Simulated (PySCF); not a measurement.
SMILES [CH3][Ge]([CH3])([CH3])[Al]([CH3])[CH3] (GFN2-xTB optimised geometry):

```
22

Ge    -0.420     0.489     0.000
C     -0.902     2.435     0.000
C     -0.901    -0.128     1.847
C      1.586     0.489     0.000
Al    -1.535    -0.823    -1.824
C     -1.905     0.233    -3.468
C     -1.895    -2.721    -1.351
H     -0.578     2.918    -0.918
H     -0.428     2.946     0.833
H     -1.977     2.569     0.088
H     -0.431     0.504     2.595
H     -0.573    -1.150     2.016
H     -1.976    -0.092     2.001
H      1.977     0.904    -0.925
H      1.969     1.084     0.825
H      1.976    -0.520     0.103
H     -2.976     0.328    -3.686
H     -1.513     1.256    -3.378
H     -1.451    -0.200    -4.367
H     -1.556    -2.946    -0.331
H     -1.386    -3.432    -2.014
H     -2.960    -2.980    -1.393
```

Calculation: PBE0/def2-SVP (PySCF).

### Question
What are the frontier orbital energies and the dipole moment?

### Answer
HOMO-2 -7.74 eV, HOMO-1 -7.62 eV, HOMO -6.40 eV, LUMO -1.26 eV, LUMO+1 0.53 eV; dipole moment 1.43 D.

On the same geometry PBE/def2-SVP (PySCF) gives HOMO-2 -6.49 eV, HOMO-1 -6.36 eV, HOMO -5.31 eV, LUMO -1.97 eV, LUMO+1 -0.22 eV; dipole moment 1.34 D.

Meta-Löwdin charges at PBE0/def2-SVP: Ge1 0.43, C2 -0.50, C3 -0.50, C4 -0.49, Al5 0.65, C6 -0.60, C7 -0.60, H8 0.10, H9 0.10, H10 0.10, H11 0.10, H12 0.10, H13 0.10, H14 0.10, H15 0.11, H16 0.10, H17 0.11, H18 0.11, H19 0.11, H20 0.11, H21 0.11, H22 0.11.
